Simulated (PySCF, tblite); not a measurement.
One entry of a table of gas-phase calculations, keyed by method. Lists by class give the value and the number of equivalent atoms.

```json
{
 "formula": "C8H4",
 "smiles": "C#CC#C/C=C\\C#C",
 "charge": 0,
 "multiplicity": 1,
 "geometry_level": "GFN2-xTB",
 "atoms_angstrom": [
  ["C", 3.213, -1.483, -1.597],
  ["C", 2.406, -0.905, -0.912],
  ["C", 1.507, -0.259, -0.134],
  ["C", 0.7, 0.317, 0.566],
  ["C", -0.216, 0.98, 1.386],
  ["C", -1.544, 0.983, 1.168],
  ["C", -2.15, 0.319, 0.089],
  ["C", -2.678, -0.246, -0.831],
  ["H", 3.908, -1.99, -2.197],
  ["H", 0.199, 1.512, 2.233],
  ["H", -2.208, 1.513, 1.839],
  ["H", -3.135, -0.74, -1.636]
 ],
 "electronic_structure_code": "PySCF",
 "results": {
  "GFN2-xTB geometry": {
   "point_group": "Cs",
   "rotational_constants_GHz": [4.482, 1.024, 0.834]
  },
  "PBE0/pcSseg-1 ground state and GIAO shieldings, non-relativistic": {
   "dipole_D": 0.34,
   "homo_eV": -6.74,
   "lumo_eV": -2.18,
   "shift_vs_computed_TMS_C_by_class_ppm": [
    [132.7, 1],
    [128.2, 1],
    [101.7, 1],
    [96.9, 1],
    [86.1, 1],
    [85.7, 1],
    [75.6, 1],
    [73.5, 1]
   ],
   "shift_vs_computed_TMS_H_by_class_ppm": [
    [6.24, 1],
    [6.14, 1],
    [3.51, 1],
    [2.27, 1]
   ],
   "charges_hirshfeld_e_by_atom": [-0.07, -0.04, -0.03, -0.02, -0.02, -0.02, -0.04, -0.09, 0.1, 0.07, 0.07, 0.1]
  },
  "GFN2-xTB harmonic vibrations, gas phase": {
   "strongest_ir_bands_cm-1_km_per_mol_modes": [
    [631.3, 15.6, 1],
    [637.0, 38.1, 1],
    [678.5, 10.9, 1],
    [3036.8, 18.0, 1],
    [3052.8, 47.6, 1],
    [3405.0, 11.5, 1]
   ],
   "zpe_kcal_per_mol": 48.8
  }
 }
}
```

The dipole matches unit charges of opposite sign 0.07 Å apart (1 e·Å = 4.8032 D).

For the NMR shielding job (PBE0/pcSseg-1), the run took 13 s wall on one thread, AMD EPYC 7B13 (x86_64), shared host, and the process peaked at 0.72 GiB of memory.
